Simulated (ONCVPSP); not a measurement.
**chromium: excitation energies, all-electron against ONCV**

```json
{"Element": "Cr", "Generator": "ONCVPSP 4.0.1", "Type": "optimised norm-conserving Vanderbilt (ONCV)", "Functional": "PBE", "Relativity": "scalar-relativistic", "Frozen core": "[Ne]", "Valence charge": "14", "Reference configuration": "3s2 3p6 3d5 4s0.75 (charge +0.25)", "Partial waves": "3s+4s: rc 1.60 bohr, ncon 4, nbas 7, qcut 7.1 1/bohr, 3 projectors, debl 1.4 Ha; 3p: rc 1.45 bohr, ncon 3, nbas 7, qcut 6.3 1/bohr, 1 projector; 3d: rc 1.30 bohr, ncon 4, nbas 9, qcut 8.7 1/bohr, 1 projector", "Local potential": "polynomial inside 1.10 bohr (lpopt 5, dvloc0 0 Ha)", "Core correction": "Teter function, fcfact 4, rcfact 1.45"}
```

Energies are relative to the spin-unpolarised reference configuration 3s2 3p6 3d5 4s0.75; without spin polarisation the order of configurations can differ from experiment.

```csv
valence configuration,charge,ΔE all-electron (eV),error AE − PS (meV)
3s2 3p6 3d5 4s1,0,-1.175,-0.2
3s2 3p6 3d5 4s0,+1,5.726,+0.2
```

**Question.** What are ΔE and the potential's error for 3s2 3p6 3d4 4s0?

**Answer.** ΔE = 21.779 eV all-electron; the error (AE − PS) is -5.3 meV.

**Question.** What are ΔE and the potential's error for 3s2 3p6 3d5 4s0 4p1?

**Answer.** ΔE = 1.946 eV all-electron; the error (AE − PS) is -18 meV.
